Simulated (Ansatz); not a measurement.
The cluster Cr₂F₆, relaxed as a singlet with RKS B3LYP-D4/def2-SVP in Ansatz, starting from the GFN2-xTB geometry. Force threshold 0.02 eV/Å.

The restricted singlet is unstable towards broken spin symmetry in Hartree–Fock (as tested in another run); at B3LYP-D4/def2-SVP this wasn't settled. Another isomer (singlet) lies 0.89 eV lower at PBE0-D4/def2-TZVP; other spin states weren't run for this one.

Start:

```csv
atom,x (Å),y (Å),z (Å)
Cr1,-0.7475,-0.0371,-0.4361
Cr2,1.2790,0.0628,0.7456
F3,-0.8729,1.6309,-0.6594
F4,1.0134,-1.0697,1.8431
F5,-0.0520,-0.1434,-1.9744
F6,-0.8986,-1.7174,-0.3741
F7,-1.7515,0.0546,0.9210
F8,2.0302,1.2191,-0.0657
```

```
        step  energy (eV)  largest force component (eV/Å)  SCF passes
           1  -73125.2069                           3.293          96
           2  -73125.8533                           2.029          71
           3  -73126.4332                           1.289          53
4 (rejected)  -73126.4272                           4.890          47
           5  -73126.6478                           0.807          47
           6  -73126.8707                           1.195          45
           7  -73127.3000                           1.256          53
           8  -73127.6816                           0.959          53
9 (rejected)  -73127.4776                           1.875          53
          10  -73127.6984                           1.638          45
          11  -73127.7640                           0.137          51
          13  -73127.7827                           0.119          49
          15  -73127.7852                           0.054          46
          17  -73127.8322                           0.527          59
          19  -73128.0222                           0.906          63
          21  -73128.3903                           0.488          58
          23  -73128.4934                           0.813          56
          25  -73128.6061                           0.652          54
          27  -73128.7380                           0.142          53
          29  -73128.7505                           0.157          48
          30  -73128.7518                           0.004          50
```

Force components are those of the run's own axes.

End:

```xyz
8

Cr   -1.322   -0.487   -0.307
Cr    1.323    0.487    0.306
F    -0.459    1.127    0.192
F     1.834    0.410    1.928
F     0.460   -1.126   -0.196
F    -1.835   -0.422   -1.929
F    -2.260   -1.085    0.983
F     2.260    1.096   -0.978
```

Bonds formed: Cr2–F3, Cr2–F5 (atoms count from 1).

No frequencies were taken in this run, so the end may be a saddle point.

Run time 2 min (4 threads of Arm Neoverse V2 on a shared host).
